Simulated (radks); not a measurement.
The numbers below are computed, except where a source is named.
Charge is removed step by step from the 5d5/2 level of Hg+, starting from [Xe] 4f14 5d(3/2: 4, 5/2: 6) 6s1. Code: a radial shooting solver on a logarithmic mesh with Libxc functionals. Model: Dirac Kohn-Sham, BLYP, spin-unpolarised, spherical densities, finite nucleus; Fermi nuclear charge, rms radius 5.4648 fm.

\begin{tabular}{lrrr}
removed (e) & E - E(0) (eV) & eigenvalue (eV) & E minus straight line (eV) \\ \hline
0 & 0.000 & -17.975 & 0.000 \\
0.1 & 1.857 & -19.172 & -0.558 \\
0.2 & 3.835 & -20.384 & -0.997 \\
0.3 & 5.934 & -21.609 & -1.313 \\
0.4 & 8.157 & -22.849 & -1.506 \\
0.5 & 10.505 & -24.102 & -1.574 \\
0.6 & 12.978 & -25.369 & -1.516 \\
0.7 & 15.579 & -26.648 & -1.331 \\
0.8 & 18.308 & -27.940 & -1.018 \\
0.9 & 21.167 & -29.244 & -0.574 \\
1 & 24.157 & -30.561 & 0.000 \\
\end{tabular}

Removing the whole electron costs 24.157 eV by Delta-SCF, against 17.975 eV from minus the eigenvalue at the starting occupation. Slater's transition state (half an electron removed) gives 24.102 eV. Integrating minus the eigenvalue over the occupation (Janak's theorem) gives 24.157 eV. The mean slope of the eigenvalue, de/dn, is 12.6 eV per electron.
